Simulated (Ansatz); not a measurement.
Level of theory: Ansatz (a quantum-chemistry and plane-wave program) with frozen-core CCSD(T)/cc-pVTZ // PBE0-D4/def2-TZVP.

Ansatz 0.2 input:
```yaml
crystal:
  periodic: [false, false, false]
  atoms:
    - { symbol: O, position_ang: [-1.123985, -0.476588, 1.081397] }
    - { symbol: Si, position_ang: [-0.000005, -0.000005, -0.000001] }
    - { symbol: O, position_ang: [1.445474, -0.156804, 0.738843] }
    - { symbol: O, position_ang: [-0.406784, 1.513878, -0.450082] }
    - { symbol: O, position_ang: [0.085274, -0.880503, -1.370161] }
    - { symbol: H, position_ang: [-0.891428, -1.215685, 1.644935] }
    - { symbol: H, position_ang: [2.216889, -0.185289, 0.171367] }
    - { symbol: H, position_ang: [-0.764103, 2.083358, 0.232514] }
    - { symbol: H, position_ang: [-0.561331, -0.68236, -2.048809] }
basis:
  gaussian: { orbitals: cc-pVTZ }
correlation:
  method: ccsd_t
```

Output:

```
Functional definition: HF
1248 factors; integrals over basis functions are off by at most 9.7e-4 eV
mean field evaluation 1: about -16078.1794 eV, gradient 6.0e1 eV
mean field evaluation 2: about -16078.4137 eV, gradient 6.1e1 eV
mean field evaluation 4: about -16084.1885 eV, gradient 2.8e0 eV
mean field evaluation 8: about -16084.2294 eV, gradient 1.2e-1 eV
mean field evaluation 16: about -16082.1494 eV, gradient 3.5e1 eV
mean field -16084.22948618 eV, -591.0845313348 hartree, gradient 2.9e-6 eV, S^2 0.000000; 0 other end points of the search recorded, 0 dependent functions left out
9 core orbitals not correlated
reference -16084.22948618 eV, -591.0845313348 hartree; 16, 16 occupied and 185, 185 virtual orbitals, 1248 factors
second order -29.32450407 eV of doubles, -0.00000000 eV of singles
cycle   1  -28.94205543 eV  change    3.8e-1 eV  update   9.7e-2
cycle   2  -29.50636272 eV  change   -5.6e-1 eV  update   2.6e-2
cycle   3  -29.62749501 eV  change   -1.2e-1 eV  update   1.2e-2
cycle   4  -29.60836054 eV  change    1.9e-2 eV  update   2.3e-3
cycle   5  -29.60803428 eV  change    3.3e-4 eV  update   1.1e-3
cycle   6  -29.60867701 eV  change   -6.4e-4 eV  update   2.8e-4
cycle   7  -29.60850200 eV  change    1.8e-4 eV  update   1.0e-4
cycle   8  -29.60844357 eV  change    5.8e-5 eV  update   2.9e-5
cycle   9  -29.60844584 eV  change   -2.3e-6 eV  update   9.3e-6
perturbative correction -1.01930369 eV, -0.0374587198 hartree
Total energy: -16114.85723572 eV, -592.2100803701 hartree
```

Cost: about 5 core-minutes (a rough figure).
